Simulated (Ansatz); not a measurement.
Geometry optimisation, RKS B3LYP/def2-SVP (Ansatz).

Input file:

```yaml
crystal:
  periodic: [false, false, false]
  atoms:
    - { symbol: B, position_ang: [-0.073639, -0.586932, -0.290802] }
    - { symbol: H, position_ang: [-0.090443, 0.346213, 1.923738] }
    - { symbol: F, position_ang: [1.079506, 0.06632, -0.27635] }
    - { symbol: Cl, position_ang: [-1.467533, 0.147189, -1.100885] }
    - { symbol: "N", position_ang: [-0.179467, -1.918163, 0.318555] }
    - { symbol: H, position_ang: [-1.026508, -2.468765, 0.287365] }
    - { symbol: H, position_ang: [0.610948, -2.348611, 0.782666] }
    - { symbol: H, position_ang: [-0.288364, -0.342351, 1.953014] }
basis:
  gaussian: { orbitals: def2-SVP }
hamiltonian:
  xc: b3lyp
relax:
  f_tol: 0.03
  max_steps: 50
```

Run as:

```bash
$ ansatz run input.yaml --threads 1 --pin off --max-ram 2048MiB --backend cpu --events-out ev --progress --plain --runs-dir out
```

Problem. Where does it end, and by what steps?

Solution. The forces met the threshold. The force dipped under the threshold on the way, but the program's further checks kept it going. After 21 steps the energy has fallen by 0.371 eV; H2 moved furthest, 1.39 Å.

```csv
step,energy less start (eV),largest force component (eV/Å),accepted
0,0.0000,2.427,yes
1,-0.2306,0.864,yes
2,-0.3022,0.391,yes
3,-0.3350,0.333,yes
4,-0.3340,0.272,no
5,-0.3387,0.057,yes
6,-0.3446,0.031,yes
7,-0.3477,0.020,yes
8,-0.3379,0.874,no
9,-0.3500,0.179,yes
10,-0.3511,0.369,yes
11,-0.3551,0.218,yes
12,-0.3594,0.144,yes
13,-0.3640,0.028,yes
14,-0.3533,0.759,no
15,-0.3665,0.043,yes
16,-0.3675,0.205,yes
17,-0.3690,0.103,yes
18,-0.3699,0.127,yes
19,-0.3709,0.051,yes
20,-0.3711,0.042,yes
21,-0.3712,0.029,yes
```

```xyz
8
Properties=species:S:1:pos:R:3
B -0.012 -0.795 -0.836
H -0.350 0.152 3.279
F 1.195 -0.390 -1.230
Cl -1.433 -0.180 -1.711
N -0.147 -1.679 0.234
H -1.042 -2.023 0.557
H 0.657 -2.049 0.727
H -0.304 -0.140 2.577
```

Whether the end is a true minimum wasn't checked by a vibrational analysis.

The run took 70 s on 1 thread of AMD EPYC 7R43 64-Core Processor (Zen 3) (shared host), peak memory 0.17 GiB.
